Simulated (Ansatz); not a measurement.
Reaction (formal exchange of groups at a B–Si bond): `[SiH3]B[SiH2]Cl` + `C=C(F)NC` → `C=C(F)B[SiH3]` + `CN[SiH2]Cl`

Gas-phase electronic energies from Ansatz, PBE0-D4/def2-TZVP geometries. CCSD(T)/CBS is the MP2 limit (def2-TZVPP, def2-QZVPP) plus CCSD(T) − MP2 in def2-TZVPP, frozen cores. DFT in def2-TZVPP. HSE06 is defined as in plane-wave codes. Each species was taken in one conformer, which may not be the lowest.

(1) Is it downhill or uphill in electronic energy at CCSD(T)/CBS, and by how much? (Best estimate.)

(2) What do these levels give: LDA (SPW92), B97M-V, PBE, r2SCAN, r2SCANh, HSE06, CAM-B3LYP, CCSD(T)/def2-SVP, HF/def2-TZVPP, CCSD(T)/def2-TZVPP, HF/def2-QZVPP, MP2/def2-QZVPP? (An estimate is asked.)

Largest T1 diagnostic among the species: 0.013.

Results:

(1) Ansatz gave: Downhill: ΔE = -132.1 kJ/mol.

(2) Ansatz gave: LDA (SPW92) -106.6, B97M-V -118.4, PBE -111.3, r2SCAN -118.7, r2SCANh -119.1, HSE06 -113.1, CAM-B3LYP -127.2, CCSD(T)/def2-SVP -114.2, HF/def2-TZVPP -130.4, CCSD(T)/def2-TZVPP -129.1, HF/def2-QZVPP -131.9, MP2/def2-QZVPP -137.8 kJ/mol.

From BLYP to BHLYP (50 % exact exchange), in def2-TZVPP and without D4, ΔE moves by −3.7 kJ/mol. Leaving LDA and LC-ωPBE aside and taking each functional with its dispersion term where it has one, the values, not all of them listed here, spread over 18.9 kJ/mol, from B2PLYP to PBE-D4. LDA lies +4.7 kJ/mol from PBE without D4.
